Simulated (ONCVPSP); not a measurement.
**Before and after: ONCV potential for iron (Fe)**

* Element: iron (Fe)
* Generator: ONCVPSP 4.0.1
* Type: optimised norm-conserving Vanderbilt (ONCV)
* Functional: PBE
* Relativity: scalar-relativistic
* Frozen core: [Ne]
* Valence charge: 16
* Reference configuration: 3s2 3p6 3d6 4s2
* Partial waves: 3s+4s: rc 1.15 bohr, ncon 4, nbas 9, qcut 11.8 1/bohr, 2 projectors; 3p: rc 1.20 bohr, ncon 4, nbas 9, qcut 9.1 1/bohr, 2 projectors, debl 1.7 Ha; 3d: rc 1.40 bohr, ncon 4, nbas 8, qcut 10.9 1/bohr, 3 projectors, debl 3.7 Ha
* Local potential: polynomial inside 1.10 bohr (lpopt 4, dvloc0 2 Ha)
* Core correction: none

In the p channel the program set the typed energies aside and used -2.207, 0.250 Ha.

All-electron outer shells of the reference configuration (PBE, scalar-relativistic, ld1.x):

| shell | level (eV) | outermost node (bohr) | outermost maximum (bohr) |
| --- | --- | --- | --- |
| 2p | -698.45 | – | 0.18 |
| 3s | -94.02 | 0.33 | 0.70 |
| 3p | -60.04 | 0.30 | 0.72 |
| 3d | -7.50 | – | 0.71 |
| 4s | -5.29 | 1.00 | 2.41 |

Change: p: nproj 1.

Cutoffs: the cutoffs (Ha) at which the residual kinetic energy of the hardest occupied pseudo-wave falls to 1 and 0.1 mHa per electron; they do not see the model core or the augmentation charge, which bear on the density cutoff. Errors are all-electron minus pseudo energies relative to the spin-unpolarised reference configuration.

**Question.** How do hardness, ghosts and transferability respond?

**Answer.** The potential gets neither clearly harder nor softer (48 Ha and 55 Ha → 48 Ha and 55 Ha); of the 4 tests that both files solve, the error grows in 1 and shrinks in 0 by more than 15 % and 0.3 meV (median size 2.0 → 6.5 meV); the range in which the p phases agree narrows (upper end at the end of the scan → 3.4); neither file shows a bound ghost.

| quantity | base | changed |
| --- | --- | --- |
| cutoff, loose | 48 Ha | 48 Ha |
| cutoff, tight | 55 Ha | 55 Ha |
| bound ghosts | none | none |
| GHOST(+) flags under 300 eV | none | none |
| error for 3s2 3p6 3d6 4s1, meV [ΔE 8.73 eV] | +0.3 | +0.3 |
| error for 3s2 3p6 3d6 4s0, meV [ΔE 24.93 eV] | +3.1 | +3.1 |
| error for 3s2 3p6 3d5 4s0, meV [ΔE 59.16 eV] | +11 | +10.0 |
| error for 3s2 3p6 3d6 4s0 4p2, meV [ΔE 8.46 eV] | +0.8 | -22 |
| s: phases at 1.17 bohr within 0.05 rad from the reference energy up to (Ha; the scan ends near 5) | to the end of the scan | to the end of the scan |
| p: phases at 1.22 bohr within 0.05 rad from the reference energy up to (Ha; the scan ends near 5) | to the end of the scan | 3.4 |
| d: phases at 1.42 bohr within 0.05 rad from the reference energy up to (Ha; the scan ends near 5) | to the end of the scan | to the end of the scan |
